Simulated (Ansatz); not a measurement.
`C[CH2][AlH][TeH]`, charge 0, multiplicity 1.

(1) Give a relaxed structure at PBE0-D4/def2-TZVP (Ansatz 0.2.0). (Estimate.)

## Answers

(1) Ansatz gave: 
Z-matrix (Å, degrees):
```
C
C 1 1.525
H 1 1.093 2 111.6
H 1 1.094 2 111.9 3 120.2
H 1 1.093 2 111.6 3 -119.6
Al 2 1.957 1 117.8 3 59.8
H 2 1.099 1 110.5 3 -177.8
H 2 1.099 1 110.5 3 -62.7
Te 6 2.532 2 121.6 1 -0.1
H 6 1.586 2 123.3 1 179.9
H 9 1.658 6 91.4 2 -0.0
```
Point group Cs.
This is one stationary point; other conformers may exist.
